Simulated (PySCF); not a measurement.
# Pb₂S, triplet: molecular constants

These are results of PySCF, UPBE0, basis S def2-SVP, Pb def2-SVP with ECP60 (scalar-relativistic core potentials, no spin–orbit coupling, density fitting), not measurements.

The structure is a minimum.

Z-matrix (Å, degrees; charge 0 multiplicity 3):
```
S
Pb 1 2.4666
Pb 1 2.4666 2 180.00
```

* Point group: D∞h
* Bond lengths: S–Pb 2.467 Å (×2)
* Bond angles: Pb–S–Pb 180.0°
* Enthalpy at 298.15 K above 0 K: 16.10 kJ/mol
* Rotational symmetry number: 2
* Dipole moment: 0.00 D
* Entropy at 298.15 K and 1 bar (electronic part: spin only): 348.5 J/(mol K)
* Principal quadrupole moments (Buckingham, traceless) about the centre of mass: -7.36, -7.36, 14.71 D Å
* Spin squared ⟨S²⟩: 2.060
* Zero-point energy: 3.0 kJ/mol
* Heat capacity Cp at 298.15 K: 60.6 J/(mol K)
* Lowest empty level (α): -2.41 eV
* Rotational constants: 0.006661 cm⁻¹
* Highest occupied level (α): -4.32 eV
* Atomisation energy without zero-point energy: 543 kJ/mol
* Principal polarisabilities: 60.7, 60.7, 378.1 bohr³

Harmonic modes (masses in u: S 31.972, Pb 207.977):
| symmetry | ω (cm⁻¹) | IR (km/mol, summed over degenerate members) |
| --- | --- | --- |
| πu | 32 | 16.2 |
| σg+ | 126 | 0.0 |
| σu+ | 320 | 134 |

In D∞h the vibrations span πu + σg+ + σu+. The σg+ mode carries no infrared intensity, as symmetry demands. With a centre of inversion only u modes can be infrared active and only g modes Raman active.

Charges (e):
```json
{"atom": "S1", "Mulliken": "-0.46", "Löwdin": "-0.02", "polar tensor": "0.34", "spin (Mulliken)": "-0.31", "Mayer order to S1": "–"}
{"atom": "Pb2,3", "Mulliken": "0.23", "Löwdin": "0.01", "polar tensor": "-0.17", "spin (Mulliken)": "1.16", "Mayer order to S1": "1.17"}
```
Other Mayer orders above 0.3: Pb–Pb 0.67.

Mulliken populations on S1: s 5.86, p 10.58, d 0.03.

Outer orbital energies (eV). α occupied: -18.53, -14.41, -12.44, -7.84, -7.24, -7.24, -4.32, -4.32; empty: -2.41, -2.41, -1.36, 1.28. β occupied: -23.20, -23.20, -18.67, -13.63, -11.73, -7.61, -7.36, -7.36; empty: -2.15, -2.15, -1.33, -1.33.

Only a few start shapes were tried, so a lower isomer may exist. At this level a singlet minimum of C2v symmetry lies 104 kJ/mol below this structure. With an element this heavy the missing spin–orbit coupling can shift these numbers.

The final relaxation and frequency run took about 100 core-seconds on a shared host.
